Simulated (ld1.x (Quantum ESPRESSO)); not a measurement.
Before and after: TM potential for Zr (Z = 40)

ld1.x (Quantum ESPRESSO) 7.5 input, shortened:

```
&input
   title='Zr', zed=40., rel=1, dft='PBESOL', iswitch=3,
   config='[Kr] 4d1 5s0 5p0'
 /
 &inputp
   pseudotype=2, tm=.true., lloc=0,
   nlcc=.true.
 /
3
4P  2  1   6.00   0.00  1.55  1.55  0.0
4D  3  2   1.00   0.00  2.20  2.20  0.0
5S  1  0   0.00   0.00  2.30  2.30  0.0
 &test
   configts(1)='4p6 4d1 5s0 5p0'
 /
```

All-electron outer shells of the reference configuration (PBEsol, scalar-relativistic, ld1.x):

| shell | level (eV) | outermost node (bohr) | outermost maximum (bohr) |
| --- | --- | --- | --- |
| 4s | -81.50 | 0.55 | 1.08 |
| 4p | -59.14 | 0.56 | 1.17 |
| 4d | -28.16 | 0.58 | 1.49 |
| 5s | -24.09 | 1.43 | 2.68 |
| 5p | -18.75 | 1.60 | 3.11 |

Change: wave 5s (bound): rc 2.30 bohr becomes 5s (bound): rc 3.30 bohr.

Cutoffs: the cutoffs (Ry, on a coarse ladder) from which the occupation-weighted sum of valence levels, in a spherical-Bessel basis at the reference potential, stays within 10 and 1 mRy of its value at 400 Ry; they do not see the model core or the augmentation charge, which bear on the density cutoff. Errors are all-electron minus pseudo energies relative to the spin-unpolarised reference configuration.

Q: What does the change do?

A: The potential gets neither clearly harder nor softer (45 Ry and 90 Ry → 45 Ry and 90 Ry); of the 7 tests that both files solve, the error grows in 4 and shrinks in 2 by more than 15 % and 0.3 meV (median size 85.8 → 97.5 meV); neither file shows a bound ghost.

```tsv
quantity	base	changed
cutoff, loose	45 Ry	45 Ry
cutoff, tight	90 Ry	90 Ry
bound ghosts	none	none
error for 4p6 4d2 5s2 5p0, meV [ΔE -42.66 eV]	+64	+11
error for 4p6 4d2 5s1 5p0, meV [ΔE -35.49 eV]	-15	-45
error for 4p6 4d2 5s0 5p0, meV [ΔE -22.59 eV]	-86	-97
error for 4p6 4d3 5s0 5p0, meV [ΔE -35.12 eV]	-270	-315
error for 4p5 4d2 5s2 5p0, meV [ΔE -4.70 eV]	-130	-201
error for 4p6 4d1 5s2 5p0, meV [ΔE -34.98 eV]	+52	+20
error for 4p6 4d2 5s1 5p1, meV [ΔE -39.59 eV]	-390	-476
```
